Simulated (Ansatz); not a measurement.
`O[SiH2]B(O)F` + `C[SiH](N)O` → `C[SiH](O)N[SiH2]O` + `OBF`  (cleavage of the Si–B bond)

Gas-phase electronic energies from Ansatz, PBE0-D4/def2-TZVP geometries. CBS: MP2 limit from def2 TZ/QZ plus the TZ coupled-cluster correction, frozen cores. This one scheme is used for every species. Functionals use def2-TZVPP. B3LYP here is the variant with VWN-RPA as its local correlation; programs differ in this. One conformer a species, not always the lowest.

```tsv
level	ΔE (kcal/mol)	difference from CCSD(T)/CBS
PBE-D4	-23.0	3.9
r2SCAN-D4	-26.2	0.7
PBE0-D4	-24.6	2.3
B3LYP-D4	-26.4	0.5
ωB97X-V	-25.8	1.1
ωB97M-V	-27.4	-0.5
B2PLYP	-26.5	0.4
r2SCAN	-25.8	1.1
PBE0	-23.5	3.4
B3LYP	-24.5	2.4
HF/def2-TZVPP	-28.2	-1.3
SCS-MP2/def2-TZVPP	-28.6	-1.7
CCSD/def2-TZVPP	-27.2	-0.3
HF/def2-QZVPP	-28.4	-1.5
MP2/def2-QZVPP	-29.0	-2.1
SCS-MP2/def2-QZVPP	-28.4	-1.5
CCSD(T)/CBS	-26.9	0
```

Largest T1 diagnostic among the species: 0.013.

The D4 term adds −1.9 kcal/mol with B3LYP and −1.1 kcal/mol with PBE0; it sums over pairs of atoms, weighted by their polarisabilities, and B3LYP, whose exchange is more repulsive, gets the larger term. From PBE to PBE0 (25 % exact exchange), in def2-TZVPP and without D4, ΔE moves by −1.7 kcal/mol.
